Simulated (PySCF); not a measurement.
# Bi: electron affinity

Bi⁻ [Xe] 4f14 5d10 6s2 6p4 (3P) → Bi [Xe] 4f14 5d10 6s2 6p3 (4S), as a difference of total energies. All numbers are calculated (PySCF 2.14, the spin-free X2C one-electron Hamiltonian (Gaussian nucleus), in aug-cc-pVQZ-DK3 (10s9p7d4f2g, 118 functions)). The calculations carry no spin-orbit coupling.

```json
{"method": "UHF", "electron affinity (eV)": "-0.174"}
{"method": "M06-2X", "electron affinity (eV)": "0.519"}
{"method": "TPSS", "electron affinity (eV)": "0.853"}
```

Spin-orbit coupling is strong in these open shells (close to jj coupling). The scalar numbers leave it out and a first-order estimate fails, so it can dominate the gap to the real levels.

A negative affinity means that the anion lies above the atom at that level of theory.

In the anion the highest occupied orbital energy is positive at M06-2X, TPSS, a self-interaction effect; the basis confines that electron, and the energy difference can still be sensible.

For comparison: 0.942 eV (measured; photodetachment measurements, as compiled on the Wikipedia data page of electron affinities).
